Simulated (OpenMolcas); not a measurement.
Computed levels of 5d3 in ions with 71 electrons, in cm-1 above 4F 3/2.

* Program: OpenMolcas
* Method: CASSCF
* Basis: ANO-RCC-VTZP
* Scalar Hamiltonian: DKH2, point nucleus
* Spin-orbit coupling: state interaction with AMFI integrals over the reference wave functions, term energies averaged over their components

Active space for each ion: 3 electrons in 5 orbitals (5d).

```
    Level   Re4+   Os5+   Pt7+
   4F 5/2   4584   6133   9955
   4F 7/2   8870  11431  17354
   4P 1/2  17058  19345  24747
   2G 7/2  21260  24890  33704
   2H 9/2  21905  25668  35051
   4P 5/2  23142  27080  36146
   2P 1/2  27985  32659  43662
  2H 11/2  29795  34711  46210
2D 5/2(1)  32771  38168  50648
```

Problem. Estimate 4F 7/2, 4P 1/2, 2G 7/2 for Ir6+ from its neighbours Os5+ and Pt7+.

Solution. 4F 7/2 is fine structure, which grows about as the fourth power of a screened charge, so the fourth roots are averaged: ((11431^0.25 + 17354^0.25) / 2)^4 = 14161. The calculation gives 14378, so the estimate is off by -1.5 %.
4P 1/2 is another term, which grows about linearly with the charge: (19345 + 24747) / 2 = 22046. The calculation gives 22033, so the estimate is off by +0.1 %.
2G 7/2 is another term, which grows about linearly with the charge: (24890 + 33704) / 2 = 29297. The calculation gives 29232, so the estimate is off by +0.2 %.

Mixed levels, with the weight of the term that names them: Re4+ 2H 9/2 (57 %), Os5+ 4P 1/2 (75 %), Os5+ 2H 9/2 (58 %), Os5+ 2P 1/2 (75 %), Ir6+ 4P 1/2 (73 %), Ir6+ 2H 9/2 (57 %), Ir6+ 2P 1/2 (73 %), Pt7+ 4P 1/2 (71 %), Pt7+ 2H 9/2 (56 %), Pt7+ 2P 1/2 (71 %).

Without dynamic correlation excited terms often stand tens of per cent too high (terms of higher spin than the ground term too low), and those without a measured partner can miss by more than the paired ones. Terms from blocks run as CI alone lack orbitals of their own. Levels of configurations outside the active space are missing.

A number in round brackets counts repeated terms of one configuration in the order of the reference energies.
